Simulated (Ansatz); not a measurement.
This geometry of C2H4Si2 (8 atoms, charge 0, multiplicity 1) is a first-order saddle point.

Level of theory: RKS B3LYP-D4/def2-SVP in Ansatz 0.2.0.

```xyz
8
Properties=species:S:1:pos:R:3
Si -1.674 1.741 -0.351
C -0.415 0.340 -0.138
C 0.687 0.091 0.599
Si 0.313 -1.326 -0.498
H -0.994 2.644 0.696
H 1.241 0.655 1.358
H 1.125 -1.574 -1.717
H -0.283 -2.571 0.052
```

Which two structures does it join? (They come from a converged band through this point; their orientation in space is the band's.)

No bond is made or broken. The dihedral H5–Si1–C2–Si4 goes from 90 to -91°. The two ends are copies of one structure, up to a mirror image or an exchange of like atoms.

Initial state:

```xyz
8
Properties=species:S:1:pos:R:3
Si -0.920 1.562 -0.912
C 0.367 0.932 0.208
C 1.187 0.031 0.704
Si -0.043 -0.912 -0.303
H -1.981 1.508 0.190
H 2.089 0.009 1.315
H 0.425 -1.479 -1.587
H -1.124 -1.651 0.386
```

Final state:

```xyz
8
Properties=species:S:1:pos:R:3
Si -1.472 1.394 -0.018
C 0.202 0.883 0.477
C 1.156 0.022 0.754
Si -0.138 -0.939 -0.153
H -0.994 1.808 -1.412
H 2.106 0.012 1.287
H 0.088 -1.290 -1.572
H -0.949 -1.890 0.638
```

How far does it lie above each of them?

0.65 eV above the first and 0.65 eV above the second. This is the barrier of this one path; another mechanism may lie lower.

Run time: 4.8 min on 1 thread of Arm Neoverse V1 (shared host), peak memory 0.17 GiB.
